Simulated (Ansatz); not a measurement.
`[CH2]1[O][AlH][GeH2]1`, relaxed with RKS PBE-D4/def2-SVP in the Gaussian-basis code of Ansatz from a rough embedded geometry. The force threshold is 0.03 eV/Å; the program also tests the step.

The species carries charge 0 and has multiplicity 1.

Start:

```xyz
9

C    -0.557   -0.599   -0.702
O    -0.735   -1.350    0.428
Al    0.206   -0.320    1.615
Ge    0.727    0.741   -0.324
H    -1.562   -0.167   -1.058
H    -0.198   -1.301   -1.573
H    -0.203    0.352    3.038
H     0.141    2.182   -0.476
H     2.182    0.461   -0.947
```

Problem. By how much does the energy fall, and how many steps does the optimiser take? (Estimate.)

Solution. Computed: 0.99 eV, in 6 steps.

Problem. Which bonds change most? (Estimate.)

Solution. Ansatz gave: Al3–Ge4 from 2.271 to 2.459 Å; C1–Ge4 from 1.894 to 2.045 Å; O2–Al3 from 1.832 to 1.756 Å; C1–O2 from 1.369 to 1.434 Å.

Problem. Give the relaxed structure. (Best estimate.)

Solution. Computed: 
```xyz
9

C    -0.592   -0.617   -0.725
O    -0.926   -1.076    0.591
Al    0.003   -0.106    1.722
Ge    0.763    0.880   -0.399
H    -1.494   -0.240   -1.256
H    -0.153   -1.439   -1.334
H    -0.071   -0.290    3.308
H     0.300    2.279   -0.901
H     2.170    0.608   -1.007
```
